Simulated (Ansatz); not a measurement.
HBeClSe (SMILES [Cl][Be][SeH]), singlet, at a GFN2-xTB geometry (such geometries of metal compounds can be far from the true shape), with bond 4-3 at 1.4 times its length; SC-NEVPT2/def2-SVP, CASSCF(6,4) run with Ansatz (a first-principles code).

Ansatz was given this input:
Ansatz 0.2 input:
```yaml
crystal:
  periodic: [false, false, false]
  atoms:
    - {symbol: Be, position_ang: [0.60180635, -0.36690432, -0.21582035]}
    - {symbol: Cl, position_ang: [2.05693645, -1.09627886, -0.85564309]}
    - {symbol: Se, position_ang: [-1.05159874, 0.59670368, 0.41034645]}
    - {symbol: H, position_ang: [-1.84846373, -0.49567564, 1.87626982]}
basis:
  gaussian:
    orbitals: def2-SVP
magnetization: {spin_polarized: false}
correlation: {method: sc_nevpt2, electrons: all, active_space: {window: {electrons: 6, orbitals: 4}}}
```

It wrote (shortened):

```
Functional definition: HF
644 factors; integrals over basis functions are off by at most 1.4e-3 eV
mean field evaluation 1: about -78208.4352 eV, gradient 1.5e1 eV
mean field evaluation 2: about -78208.5164 eV, gradient 1.5e1 eV
mean field evaluation 4: about -78209.7308 eV, gradient 1.9e0 eV
mean field evaluation 8: about -78209.7505 eV, gradient 1.4e-1 eV
mean field -78209.75062686 eV, -2874.1553230640 hartree, gradient 8.9e-7 eV, S^2 0.000000; 0 other end points of the search recorded, 0 dependent functions left out; unrestricted orbitals would lower it
reference -78209.75062686 eV, -2874.1553230640 hartree; 28, 28 occupied and 36, 36 virtual orbitals, 644 factors
state -78210.70882611 eV, -2874.1905362370 hartree
state -78210.70882611 eV, -2874.1905362370 hartree; corrected -78221.95270517 eV, -2874.6037411710 hartree
Total energy: -78221.95270517 eV, -2874.6037411710 hartree
```
